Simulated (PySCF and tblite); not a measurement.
The numbers below are computed, except where a source is named.
Molecule: C6H13N, numbered as in [CH3:1][C:2]1([CH3:3])[CH2:4][CH2:5][NH:6][CH2:7]1.

The mean out-of-plane torsion at N6 (0° is planar) is held and the rest relaxed at GFN2-xTB. Energies: revPBE/pcSseg-1 + D3(BJ). Programs: tblite and PySCF.

**Question.** Give the DFT energy and dipole along the out-of-plane angle.

**Answer.** 
```tsv
out-of-plane angle °	E kcal/mol	dipole D
-46	1.40	1.52
-38	0.00	1.20
-29	2.21	0.93
-15	5.65	0.76
0	6.11	0.53
15	3.86	0.42
28	0.89	0.67
38	0.14	0.98
45	2.65	1.26
```

**Question.** Where is the lowest sampled point, and what does the planar form cost?

**Answer.** At -38°; the point at 0° lies 6.11 kcal/mol above it.
